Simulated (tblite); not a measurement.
Species: C5H8N2S.
Bonds: C1–C2, C2–C3, C3–C4, C4–C5 (aromatic), C5–N6 (aromatic), N6–S7 (aromatic), S7–N8 (aromatic), C4–N8 (aromatic). Hydrogens: H9, H10, H11 on C1; H12, H13 on C2; H14, H15 on C3; H16 on C5.

Computed with GFN2-xTB (tblite), gas phase: Langevin dynamics at 300 K from the optimised GFN2-xTB geometry, time step 0.5 fs, friction 0.01 fs⁻¹, 2000 steps. Over the second half of the run the saved frames average 268 K.

The optimised geometry, where the run starts:
```
atom  x, y, z in Å
C1     -1.723    0.696   -0.645
C2     -1.252   -0.658   -0.132
C3     -0.216   -0.512    0.991
C4      1.046    0.092    0.483
C5      2.024   -0.561   -0.307
N6      3.024    0.217   -0.642
S7      2.773    1.692   -0.011
N8      1.361    1.350    0.709
H9     -2.445    0.568   -1.448
H10    -0.885    1.275   -1.024
H11    -2.191    1.263    0.155
H12    -0.817   -1.232   -0.953
H13    -2.105   -1.221    0.253
H14    -0.619    0.124    1.780
H15     0.008   -1.497    1.409
H16     2.008   -1.586   -0.628
```

t = 25 fs, T = 186 K, E(pot) 0.239 eV above the start
```
atom  x, y, z in Å  |  force x, y, z in eV/Å
C1     -1.725    0.722   -0.618   -0.613  -0.305  -1.810
C2     -1.245   -0.644   -0.137    0.119   0.123  -0.413
C3     -0.245   -0.482    1.012    0.234  -0.939   0.212
C4      1.076    0.002    0.514   -0.060  -0.114  -0.453
C5      2.044   -0.624   -0.338   -0.320   1.075   0.883
N6      3.012    0.191   -0.686   -0.172  -0.170  -0.247
S7      2.711    1.660   -0.070    0.659   0.167   0.030
N8      1.386    1.258    0.731   -0.420   0.408   0.118
H9     -2.113    0.667   -1.715    0.364   0.018   1.885
H10    -0.913    1.438   -0.647   -0.004   0.120   0.212
H11    -2.530    1.042    0.052    0.281   0.234  -0.400
H12    -0.752   -1.232   -0.927   -0.186   0.290   0.057
H13    -2.132   -1.194    0.174    0.128  -0.216   0.204
H14    -0.610    0.239    1.743   -0.024  -0.122   0.031
H15    -0.118   -1.480    1.475    0.009   0.414   0.048
H16     2.066   -1.631   -0.618    0.006  -0.985  -0.356
```

t = 50 fs, T = 206 K, E(pot) 0.258 eV above the start
```
atom  x, y, z in Å  |  force x, y, z in eV/Å
C1     -1.753    0.817   -0.545    0.811  -0.319   0.026
C2     -1.335   -0.597   -0.075    0.355   0.227  -0.765
C3     -0.304   -0.571    1.055    0.757   0.143   0.125
C4      1.009   -0.036    0.557    0.649   0.697  -0.908
C5      2.002   -0.671   -0.269   -0.540  -0.785  -0.232
N6      2.940    0.123   -0.698    0.125   0.553   0.212
S7      2.678    1.636   -0.119   -0.547  -0.658   0.193
N8      1.293    1.264    0.676    0.129  -0.761  -0.029
H9     -2.049    0.788   -1.595   -0.338  -0.063   0.274
H10    -0.846    1.443   -0.531   -0.534   0.029   0.274
H11    -2.544    1.224    0.084    0.250   0.074  -0.187
H12    -0.819   -1.053   -0.934   -0.435  -0.292   0.149
H13    -2.218   -1.168    0.211    0.163  -0.090  -0.052
H14    -0.613    0.146    1.786   -0.413   0.366   0.695
H15    -0.143   -1.538    1.556   -0.190   0.150  -0.429
H16     2.043   -1.702   -0.667   -0.242   0.728   0.656
```

t = 150 fs, T = 277 K, E(pot) 0.387 eV above the start
```
atom  x, y, z in Å  |  force x, y, z in eV/Å
C1     -1.984    1.057   -0.362    0.439   1.158  -0.601
C2     -1.551   -0.343   -0.022   -0.654  -1.269   1.238
C3     -0.566   -0.499    1.176    1.443   0.447  -1.113
C4      0.816   -0.077    0.626   -0.630   0.437  -0.173
C5      1.879   -0.839    0.093    0.644   1.568   0.221
N6      2.868   -0.078   -0.393   -0.624  -1.228  -0.095
S7      2.455    1.474   -0.341   -0.666  -0.412   0.664
N8      1.033    1.216    0.418   -0.221   0.270   0.125
H9     -2.894    0.988   -1.022    1.111   0.396   0.516
H10    -1.127    1.608   -0.834   -0.943  -0.484  -0.044
H11    -2.207    1.682    0.520   -0.197  -0.632  -0.241
H12    -1.154   -0.895   -0.883    0.012   0.342   0.080
H13    -2.474   -0.875    0.278    0.259  -0.044  -0.046
H14    -0.801    0.159    2.001   -0.244   0.307  -0.009
H15    -0.543   -1.517    1.583    0.070   0.110  -0.442
H16     1.977   -1.880    0.154    0.201  -0.964  -0.080
```

t = 200 fs, T = 270 K, E(pot) 0.429 eV above the start
```
atom  x, y, z in Å  |  force x, y, z in eV/Å
C1     -1.997    0.985   -0.398   -0.634  -0.171   1.178
C2     -1.790   -0.431    0.187    0.957   0.944   0.139
C3     -0.584   -0.488    1.193    0.671   1.148  -0.101
C4      0.747   -0.026    0.599   -0.324  -1.280  -0.402
C5      1.821   -0.843    0.161    1.228  -1.706  -0.068
N6      2.827   -0.177   -0.396   -0.453  -1.282   0.505
S7      2.500    1.372   -0.372   -0.920   0.782   0.243
N8      1.025    1.211    0.339    0.076   1.860  -0.155
H9     -2.575    0.998   -1.297   -0.514  -0.329  -0.382
H10    -1.086    1.465   -0.628    1.264   0.183  -0.234
H11    -2.471    1.661    0.321   -0.157  -0.307   0.042
H12    -1.601   -1.088   -0.644    0.346  -0.406  -0.318
H13    -2.680   -0.807    0.671   -0.202   0.137   0.300
H14    -0.737    0.229    2.067   -0.199  -1.157  -0.921
H15    -0.387   -1.522    1.490   -0.429   0.221   0.324
H16     2.026   -1.947    0.283   -0.710   1.361  -0.151
```

t = 300 fs, T = 368 K, E(pot) 0.575 eV above the start
```
atom  x, y, z in Å  |  force x, y, z in eV/Å
C1     -2.382    0.733   -0.186   -1.268   0.345  -0.329
C2     -1.817   -0.532    0.328   -0.889  -1.988  -0.316
C3     -0.733   -0.424    1.369    0.843   1.774   0.113
C4      0.597    0.012    0.728   -0.405   1.170   0.684
C5      1.701   -0.839    0.428   -1.616   1.213  -0.244
N6      2.638   -0.286   -0.284   -0.143   0.780  -0.103
S7      2.182    1.288   -0.496    1.860   0.174  -0.589
N8      0.853    1.286    0.329   -1.576  -1.963   0.634
H9     -3.202    0.579   -0.887    0.011  -0.335  -0.066
H10    -1.640    1.248   -0.692    1.513   1.125  -1.093
H11    -2.766    1.407    0.539   -0.278   0.352   1.073
H12    -1.459   -1.083   -0.570   -0.149  -0.104   0.619
H13    -2.632   -1.116    0.823    0.425   0.138  -0.533
H14    -1.159    0.319    2.117    1.059  -0.746  -0.566
H15    -0.587   -1.390    1.816    0.152  -0.278   0.385
H16     1.609   -1.848    0.631    0.461  -1.658   0.330
```

t = 325 fs, T = 313 K, E(pot) 0.530 eV above the start
```
atom  x, y, z in Å  |  force x, y, z in eV/Å
C1     -2.521    0.719   -0.128    0.390   0.158  -2.315
C2     -1.843   -0.557    0.339   -0.902  -0.256   0.827
C3     -0.794   -0.378    1.450    0.760   0.015  -0.353
C4      0.540    0.046    0.862   -1.097   1.066   0.153
C5      1.569   -0.869    0.461   -2.094  -0.855   1.434
N6      2.433   -0.305   -0.274    2.196   0.359  -1.443
S7      2.141    1.260   -0.503   -1.047   0.322   0.955
N8      0.738    1.302    0.453    0.949  -1.712  -0.616
H9     -3.385    0.452   -0.861    1.581   0.527   1.045
H10    -1.721    1.325   -0.650   -1.139  -0.392   0.291
H11    -2.942    1.334    0.645   -0.027  -0.050   0.457
H12    -1.492   -1.170   -0.491    0.143   0.216   0.004
H13    -2.626   -1.103    0.858   -0.283  -0.557  -0.102
H14    -1.250    0.313    2.163    0.554   0.102  -0.015
H15    -0.629   -1.349    1.934   -0.077   0.185   0.015
H16     1.597   -1.936    0.742    0.093   0.872  -0.336
```

t = 575 fs, T = 302 K, E(pot) 0.391 eV above the start
```
atom  x, y, z in Å  |  force x, y, z in eV/Å
C1     -2.639   -0.408   -0.326    0.616  -0.876  -1.091
C2     -2.179   -0.597    1.125    0.855  -0.279  -0.550
C3     -1.057    0.358    1.620   -0.085  -0.894  -0.692
C4      0.261    0.292    0.910   -0.717  -0.197  -0.077
C5      1.005   -0.782    0.395    0.698  -1.782  -0.332
N6      2.131   -0.422   -0.178   -0.163   0.824  -0.340
S7      2.203    1.214   -0.180    0.230  -0.251   0.349
N8      0.836    1.447    0.662    0.332   0.156  -0.415
H9     -3.169   -1.301   -0.687   -0.033   0.035   0.464
H10    -1.820   -0.332   -1.074   -0.159   0.309   0.756
H11    -3.331    0.398   -0.488    0.026   0.570   0.238
H12    -1.829   -1.646    1.230   -0.292   0.575   0.139
H13    -3.055   -0.408    1.724   -0.159  -0.217   0.510
H14    -1.378    1.361    1.444   -0.367   0.788   0.281
H15    -0.850    0.184    2.673   -0.241   0.003   0.200
H16     0.898   -1.893    0.329   -0.542   1.235   0.560
```

t = 775 fs, T = 265 K, E(pot) 0.533 eV above the start
```
atom  x, y, z in Å  |  force x, y, z in eV/Å
C1     -2.023   -0.525    0.031   -0.459  -0.884  -1.843
C2     -1.760   -0.730    1.483   -0.928  -0.477   1.064
C3     -0.842    0.331    2.060   -0.715   0.654  -1.231
C4      0.426    0.365    1.260   -0.715   2.778   0.977
C5      1.276   -0.684    1.033    1.413  -0.461  -1.185
N6      2.325   -0.362    0.275   -0.408   0.681   0.377
S7      2.260    1.258   -0.034   -0.503  -0.719   0.419
N8      0.863    1.554    0.769    0.220  -1.827  -0.023
H9     -2.916   -1.084   -0.400    1.387   0.039   0.673
H10    -1.110   -0.653   -0.624   -1.023  -0.295   0.797
H11    -2.313    0.465   -0.097   -0.433   2.046  -0.367
H12    -1.315   -1.686    1.576    0.363  -1.223   0.509
H13    -2.695   -0.692    2.109    0.583  -0.234  -0.779
H14    -1.441    1.240    1.916    0.670   0.402  -0.009
H15    -0.740    0.223    3.119    0.568  -0.322   0.545
H16     1.155   -1.702    1.335   -0.022  -0.159   0.074
```

t = 825 fs
```
atom  x, y, z in Å
C1     -1.962   -0.379    0.105
C2     -1.710   -0.571    1.616
C3     -0.799    0.573    2.128
C4      0.484    0.600    1.424
C5      1.201   -0.567    1.174
N6      2.246   -0.402    0.358
S7      2.339    1.242    0.078
N8      0.982    1.718    0.901
H9     -2.523   -1.162   -0.331
H10    -1.108   -0.202   -0.465
H11    -2.675    0.511    0.038
H12    -1.183   -1.555    1.680
H13    -2.611   -0.674    2.193
H14    -1.407    1.468    2.156
H15    -0.614    0.404    3.196
H16     0.966   -1.581    1.391
```

Problem. Estimate the potential energy and the forces of this last frame.

Solution. 0.551 eV above the start.

```
atom  Fx (eV/Å)  Fy (eV/Å)  Fz (eV/Å)
  C1     -2.735      1.888      1.605
  C2      1.603     -1.026     -1.178
  C3     -1.375     -0.844      1.381
  C4     -0.624      1.232     -0.067
  C5      1.443     -0.281     -1.697
  N6     -0.836      1.781      0.927
  S7     -0.147     -0.391      0.005
  N8      0.986     -1.850     -0.254
  H9     -0.342     -1.082     -0.221
 H10      1.300      0.312     -0.563
 H11      1.064     -0.710     -0.230
 H12     -0.234      0.639      0.350
 H13     -0.404      0.281      0.065
 H14      0.292      0.591     -0.672
 H15      0.210     -0.279      0.111
 H16     -0.201     -0.260      0.437
```

The bond farthest from its length at the start is C1–H11 (1.143 against 1.087 Å), and half the difference of its two atoms' forces along it is -2.14 eV/Å (positive lengthens). The largest atomic force is 3.69 eV/Å.

What follows is the cost of the whole dynamics run. The run took 12 s on one thread of an Intel Xeon Platinum 8488C, no GPU, on a shared host, and the process peaked at 0.18 GiB of memory.
